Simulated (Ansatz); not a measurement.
Species: CH₅OSi, charge 0, doublet. CH5OSi (SMILES O[SiH]C, doublet).
B3LYP-D3(BJ)/def2-TZVP minimum from Ansatz (an electronic-structure program):
```
Si
O 1 1.6630
H 2 0.9607 1 117.95
H 1 1.4886 2 104.13 3 176.71
C 1 1.8831 4 110.53 2 120.26
H 5 1.0914 1 111.88 4 179.34
H 5 1.0922 6 107.89 1 121.25
H 5 1.0941 6 108.40 7 117.20
```
Charge 0, spin multiplicity 2.

Total energies in hartree (Ansatz). Open shells are spin-unrestricted; no spin-orbit coupling. Cores are frozen in correlated methods. No relativity. For partners of very few electrons the exact lower level stands in for a higher one.

| species | HF/cc-pV(T+d)Z | CCSD(T)/cc-pV(T+d)Z | HF/cc-pV(Q+d)Z | CCSD(T)/cc-pV(Q+d)Z | CCSD(T)/cc-pV(D+d)Z | CCSDT(Q)/cc-pV(D+d)Z |
|---|---|---|---|---|---|---|
| 1: CH5OSi (SMILES C[SiH]O, doublet) | -404.64980 | -405.22622 | -404.66300 | -405.27516 | -405.05536 | -405.05727 |
| 2: Si (triplet) | -288.85649 | -288.93344 | -288.85845 | -288.93781 | -288.91643 | -288.91690 |
| 3: C (triplet) | -37.69157 | -37.78076 | -37.69331 | -37.78654 | -37.76038 | -37.76071 |
| 4: O (triplet) | -74.81176 | -74.97396 | -74.81729 | -74.99357 | -74.90995 | -74.91013 |
| 5: H (doublet) | -0.49981 | -0.49981 | -0.49995 | -0.49995 | -0.49928 | -0.49928 |

Q: Work out the atomisation energy (electronic, to ground-state atoms) in kJ/mol: take Hartree-Fock from cc-pV(Q+d)Z, extrapolate the CCSD(T) correlation energy as X^-3 (X = 3, 4), and add CCSDT(Q) - CCSD(T) in cc-pV(D+d)Z. 1 hartree = 2625.5 kJ/mol.

A: 
Species 1: correlation (64·(-0.61216) - 27·(-0.57642))/37 = -0.63824; step -0.00191; E1 = -404.66300 + (-0.63824) + (-0.00191) = -405.30315
Species 2: correlation (64·(-0.07936) - 27·(-0.07695))/37 = -0.08112; step -0.00047; E2 = -288.85845 + (-0.08112) + (-0.00047) = -288.94004
Species 3: correlation (64·(-0.09323) - 27·(-0.08919))/37 = -0.09618; step -0.00033; E3 = -37.69331 + (-0.09618) + (-0.00033) = -37.78982
Species 4: correlation (64·(-0.17628) - 27·(-0.16220))/37 = -0.18655; step -0.00018; E4 = -74.81729 + (-0.18655) + (-0.00018) = -75.00402
Species 5: correlation (64·(0.00000) - 27·(0.00000))/37 = 0.00000; step +0.00000; E5 = -0.49995 + (0.00000) + (+0.00000) = -0.49995
-1·E1 +1·E2 +1·E3 +1·E4 +5·E5 = 1.06952 hartree = 2808.0 kJ/mol.
